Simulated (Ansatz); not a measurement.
```xyz
4

Ti    0.0000    0.0000    0.0000
F     1.7800    0.0000    0.0000
F    -0.8900    1.5415    0.0000
F    -0.8900   -1.5415    0.0000
```

Basis set: pcseg-2 (spherical functions). Charge 0, multiplicity 2.

Computed with Ansatz (development build ahead of 0.2.0); each method stands on the lowest determinant of its kind that the runs found.

The atomization energy at this shape (free ground-state atoms in the same class of orbitals less the molecule, no zero-point energy) of doublet TiF₃:

| method | atomization energy |
| --- | --- |
| PBE (unrestricted) | 20.06 eV |
| ROHF | 13.28 eV |

Problem. What does UHF give?

Solution. 12.83 eV. Caution: other spin multiplicities were not run. Caution for PBE (unrestricted): a free atom is spin contaminated.

The shape needn't be a minimum at these levels.
